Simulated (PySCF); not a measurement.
A structure optimised at PBE-D3(BJ)/def2-TZVP, used in a PySCF frequency run:

```xyz
3

Al     0.0000     0.0000     0.0000
Br     0.0000     0.0000    -2.1649
Br     0.0000     0.0000     2.1649
```
Charge +1, spin multiplicity 1.

### Question
Write its SMILES, formula and point group.

### Answer
[Br][Al+][Br], AlBr₂, D∞h

### Question
What are its rotational constants (standard atomic weights)?

### Answer
0.67475 GHz (linear rotor, B only)
